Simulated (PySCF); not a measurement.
(F)3Sn-O-SiH3.
Cartesian coordinates in Å at the PBE0-D3(BJ)/def2-SVP level; atoms count from 1:
```xyz
9
F3H3OSiSn angstrom
Sn    -0.690    0.224    1.445
F      0.576    1.519    2.052
F     -0.364   -1.398    2.397
F     -2.438    0.809    1.926
O     -0.569   -0.015   -0.461
Si     0.647   -0.251   -1.595
H     -0.015   -0.305   -2.926
H      1.622    0.877   -1.545
H      1.363   -1.530   -1.318
```

Theory: PBE0-D3(BJ)/def2-SVP geometry optimisation, gas phase, def2 core potentials past Kr in PySCF 2.14.0.

**Question.** Which atoms are bound to Sn1, and at what distances?

**Answer.** 4 atoms: F4 1.905 Å, F3 1.909 Å, F2 1.910 Å, O5 1.925 Å. The nearest atom not counted as bound is Si6, at 3.35 Å.

**Question.** List the angles at Sn1.

**Answer.** 
| angle | degrees | distance of the outer atoms (Å) |
| --- | --- | --- |
| F3–Sn1–O5 | 112.2 | 3.18 |
| F2–Sn1–O5 | 110.9 | 3.16 |
| F4–Sn1–O5 | 110.2 | 3.14 |
| F2–Sn1–F4 | 108.6 | 3.10 |
| F2–Sn1–F3 | 107.8 | 3.08 |
| F3–Sn1–F4 | 107.0 | 3.07 |

**Question.** What is the shape at Sn1?

**Answer.** Tetrahedral: angles from 107.0° to 112.2°; τ4 = (360° − α − β)/141° = 0.97 with α and β the two widest (0 for a square, 1 for a tetrahedron).

**Question.** What are the other bond lengths?

**Answer.** O5–Si6 1.679 Å; Si6–H7, Si6–H8, Si6–H9 1.491 Å.

**Question.** Give some angles away from the centre.

**Answer.** Sn1–O5–Si6 137.0°.

Point group: near Cs, missed by 0.37 Å at most; the miss may be what the optimiser left on a soft mode. Charge 0, singlet. No frequency check.
